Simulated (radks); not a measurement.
Removal energies from the indium ion In4+, [Kr] 4d9, by Delta-SCF beside the eigenvalue of the level emptied. All-electron calculation, non-relativistic Kohn-Sham, PBE, spin-polarised, spherical densities, point nucleus. Program: a radial shooting solver on a logarithmic mesh with Libxc functionals. Open shells are filled with parallel spins first.

| removed from | final configuration | Delta-SCF (eV) | -eigenvalue (eV) |
|---|---|---|---|
| 4d | [Kr] 4d8 | 74.278 | 65.383 |
| 4p | [Ar] 3d10 4s2 4p5 4d9 | 132.90 | 123.01 |
| 4s | [Ar] 3d10 4s1 4p6 4d9 | 168.13 | 157.91 |
| 3d | [Ar] 3d9 4s2 4p6 4d9 | 510.16 | 487.60 |
